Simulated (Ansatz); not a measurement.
Input for Ansatz (a program for electronic structure): R-wB97M-V/def2-TZVPP on BH3S (SMILES BS), atoms moved off the minimum.

Ansatz 0.2 input:
```yaml
crystal:
  periodic: [false, false, false]
  atoms:
    - {symbol: B, position_ang: [-0.80093398, -0.96584090, 0.17100188]}
    - {symbol: H, position_ang: [-0.46333499, -1.92971732, 0.51913055]}
    - {symbol: H, position_ang: [-1.90856547, -0.74629114, -0.00747477]}
    - {symbol: S, position_ang: [0.45966965, 0.39562950, -0.00402505]}
    - {symbol: H, position_ang: [-0.26284721, 1.30295802, -0.38655890]}
basis:
  gaussian:
    orbitals: def2-TZVPP
hamiltonian:
  xc: {name: wB97M-V}
scf: {lower_state_search: off}
output: {forces: true}
```

Program output:

```
WARN ansatz: RAYON_NUM_THREADS=1 ignored (pool sized by the plan → 1); use --threads N
Functional definition: wB97M-V
these checks for a lower state are left out or cut short: stability, starts, cluster_reference, orbital_swaps, neighbouring_geometries, increment
integrals: 0.04 GiB planned
637 factors; their error is unknown
integrals: 0.07 GiB planned
153 factors; integrals over basis functions are off by at most 1.4e-5 eV
mean field: 0.40 GiB planned
mean field evaluation 1: about -11559.1318 eV, gradient 1.3e1 eV
mean field evaluation 2: about -11559.5909 eV, gradient 5.2e0 eV
mean field evaluation 4: about -11559.6616 eV, gradient 4.0e-1 eV
mean field evaluation 8: about -11559.6663 eV, gradient 2.1e-1 eV
mean field evaluation 16: about -11559.6663 eV, gradient 2.2e-5 eV
mean field -11559.66634751 eV, -424.8099028476 hartree, gradient 7.5e-6 eV, S^2 0.000000; 0 other end points of the search recorded, 0 dependent functions left out
the calculation of the forces begins
reference -11559.66638894 eV, -424.8099043701 hartree; 12, 12 occupied and 103, 103 virtual orbitals, 637 factors
Total energy: -11559.66638894 eV, -424.8099043701 hartree
Atom 0 at    -0.800934    -0.965841     0.171002 Å, force     0.840628     4.037719    -0.802144 eV/Å
Atom 1 at    -0.463335    -1.929717     0.519131 Å, force     1.291156    -2.945626     0.990335 eV/Å
Atom 2 at    -1.908565    -0.746291    -0.007475 Å, force    -1.025809     0.337784    -0.338780 eV/Å
Atom 3 at     0.459670     0.395630    -0.004025 Å, force     1.558345    -4.504971     1.459799 eV/Å
Atom 4 at    -0.262847     1.302958    -0.386559 Å, force    -2.664319     3.075093    -1.309211 eV/Å
Dipole moment:    -0.138012     0.069520    -0.050712 e Å
Checks for a lower state left out: stability, starts, cluster_reference, orbital_swaps, neighbouring_geometries, increment
```

The run converged.

Cost: around 2.2 core-seconds (rough).
